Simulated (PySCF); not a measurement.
H3B3O3, charge +1, doublet, at a GFN2-xTB geometry (a state made from the parent by changing its charge; the spin is typed, not shown lowest); HF/6-31G (PySCF).

PySCF was given this input:
```python
from pyscf import gto, scf, solvent

mol = gto.M(
    atom='''
B    -0.638357    1.211326    0.254377
O    -1.339086    0.027708    0.221716
B    -0.680353   -1.106443   -0.026405
O     0.634030   -1.174327   -0.249080
B     1.374157   -0.014711   -0.225820
O     0.667845    1.086103    0.025919
H    -1.204138    2.216110    0.471292
H    -1.305916   -2.123783   -0.050683
H     2.530509   -0.059062   -0.419815
''',
    basis='6-31g',
    charge=1,
    spin=1,
    verbose=4,
)

mf = scf.UHF(mol)
mf.kernel()
mf.analyze()
```

The log (banner, timings and long lists left out):

```
PySCF version 2.14.0

[INPUT] verbose = 4
[INPUT] num. atoms = 9
[INPUT] num. electrons = 41
[INPUT] charge = 1
[INPUT] spin (= nelec alpha-beta = 2S) = 1
[INPUT] symmetry False subgroup None
[INPUT] Mole.unit = angstrom
[INPUT] Symbol           X                Y                Z      unit          X                Y                Z       unit  Magmom
[...]
nuclear repulsion = 205.348930335853
number of shells = 36
number of NR pGTOs = 144
number of NR cGTOs = 60
basis = 6-31g
ecp = {}

******** <class 'pyscf.scf.uhf.UHF'> ********
method = UHF
initial guess = minao
damping factor = 0
level_shift factor = 0
DIIS = <class 'pyscf.scf.diis.CDIIS'>
diis_start_cycle = 1
diis_space = 8
diis_damp = 0
SCF conv_tol = 1e-09
SCF conv_tol_grad = None
SCF max_cycles = 50
direct_scf = True
direct_scf_tol = 1e-13
number electrons alpha = 21  beta = 20
Set gradient conv threshold to 3.16228e-05
init E= -302.210427873801

cycle= 1 E= -299.935599025431  delta_E= 2.27  |g|= 0.47  |ddm|= 2.07
cycle= 2 E= -300.056663371687  delta_E= -0.121  |g|= 0.234  |ddm|= 0.61
cycle= 3 E= -300.078933355499  delta_E= -0.0223  |g|= 0.0623  |ddm|= 0.189
cycle= 4 E= -300.082707714682  delta_E= -0.00377  |g|= 0.0241  |ddm|= 0.0853
cycle= 5 E= -300.083798629349  delta_E= -0.00109  |g|= 0.0154  |ddm|= 0.0455
cycle= 6 E= -300.084322700397  delta_E= -0.000524  |g|= 0.00898  |ddm|= 0.0321
cycle= 7 E= -300.084647845921  delta_E= -0.000325  |g|= 0.00513  |ddm|= 0.036
cycle= 8 E= -300.084765218794  delta_E= -0.000117  |g|= 0.0048  |ddm|= 0.0175
cycle= 9 E= -300.084881355942  delta_E= -0.000116  |g|= 0.0052  |ddm|= 0.0171
cycle= 10 E= -300.084694797021  delta_E= 0.000187  |g|= 0.00477  |ddm|= 0.0287
cycle= 11 E= -300.084329946882  delta_E= 0.000365  |g|= 0.00434  |ddm|= 0.0674
cycle= 12 E= -300.083497633746  delta_E= 0.000832  |g|= 0.0111  |ddm|= 0.145
cycle= 13 E= -300.084145144536  delta_E= -0.000648  |g|= 0.00607  |ddm|= 0.108
cycle= 14 E= -300.084442752931  delta_E= -0.000298  |g|= 0.00631  |ddm|= 0.0608
cycle= 15 E= -300.084637064671  delta_E= -0.000194  |g|= 0.00696  |ddm|= 0.0365
cycle= 16 E= -300.084547782458  delta_E= 8.93e-05  |g|= 0.00678  |ddm|= 0.0158
cycle= 17 E= -300.084201268788  delta_E= 0.000347  |g|= 0.00746  |ddm|= 0.0657
cycle= 18 E= -300.084139511631  delta_E= 6.18e-05  |g|= 0.00778  |ddm|= 0.0121
cycle= 19 E= -300.084377314406  delta_E= -0.000238  |g|= 0.00673  |ddm|= 0.0462
cycle= 20 E= -300.084419806543  delta_E= -4.25e-05  |g|= 0.00721  |ddm|= 0.0101
[...]
SCF not converged.
Total Energy =                        -300.084669234264425
[...]
spin_pop of  2 B 3py       0.00323
spin_pop of  2 B 3pz       0.00005
spin_pop of  3 O 1s       -0.00000
spin_pop of  3 O 2s        0.01140
spin_pop of  3 O 3s       -0.00035
spin_pop of  3 O 2px       0.01988
spin_pop of  3 O 2py       0.18441
spin_pop of  3 O 2pz       0.01199
spin_pop of  3 O 3px      -0.00019
spin_pop of  3 O 3py       0.00074
spin_pop of  3 O 3pz      -0.00028
spin_pop of  4 B 1s       -0.00000
spin_pop of  4 B 2s       -0.02042
spin_pop of  4 B 3s        0.00026
spin_pop of  4 B 2px      -0.00771
spin_pop of  4 B 2py      -0.00647
spin_pop of  4 B 2pz      -0.01109
spin_pop of  4 B 3px       0.00056
spin_pop of  4 B 3py       0.00202
spin_pop of  4 B 3pz       0.00008
spin_pop of  5 O 1s       -0.00000
spin_pop of  5 O 2s        0.01178
spin_pop of  5 O 3s       -0.00021
spin_pop of  5 O 2px       0.07258
spin_pop of  5 O 2py       0.18095
spin_pop of  5 O 2pz       0.01231
spin_pop of  5 O 3px       0.00014
spin_pop of  5 O 3py       0.00016
spin_pop of  5 O 3pz      -0.00023
spin_pop of  6 H 1s        0.02545
spin_pop of  6 H 2s        0.00022
spin_pop of  7 H 1s        0.28603
spin_pop of  7 H 2s        0.00546
spin_pop of  8 H 1s        0.02534
spin_pop of  8 H 2s        0.00022
 ** Mulliken Spin Density (per atom)  **
spin density of  0 B =     -0.04274
spin density of  1 O =      0.22654
spin density of  2 B =      0.01117
spin density of  3 O =      0.22760
spin density of  4 B =     -0.04279
spin density of  5 O =      0.27749
spin density of  6 H =      0.02567
spin density of  7 H =      0.29149
spin density of  8 H =      0.02557
 ** Mulliken pop alpha/beta on meta-lowdin orthogonal AOs **
 ** Mulliken pop       alpha | beta **
In total            21.00000 | 20.00000
 ** Mulliken atomic charges   ( Nelec_alpha | Nelec_beta ) **
charge of  0B =      0.48547  (     2.23589      2.27863 )
charge of  1O =     -0.31607  (     4.27130      4.04477 )
charge of  2B =      0.51084  (     2.25016      2.23899 )
charge of  3O =     -0.31583  (     4.27172      4.04412 )
charge of  4B =      0.48554  (     2.23584      2.27863 )
charge of  5O =     -0.27489  (     4.27619      3.99870 )
charge of  6H =      0.09446  (     0.46561      0.43994 )
charge of  7H =      0.23605  (     0.52772      0.23623 )
charge of  8H =      0.09443  (     0.46557      0.44000 )

WARN: System has nonzero charge 1; the dipole moment is origin-dependent.
Location of origin: [0. 0. 0.]

Dipole moment(X, Y, Z, Debye): -0.78006, -1.27208, -0.03071
```

Convergence was not reached.
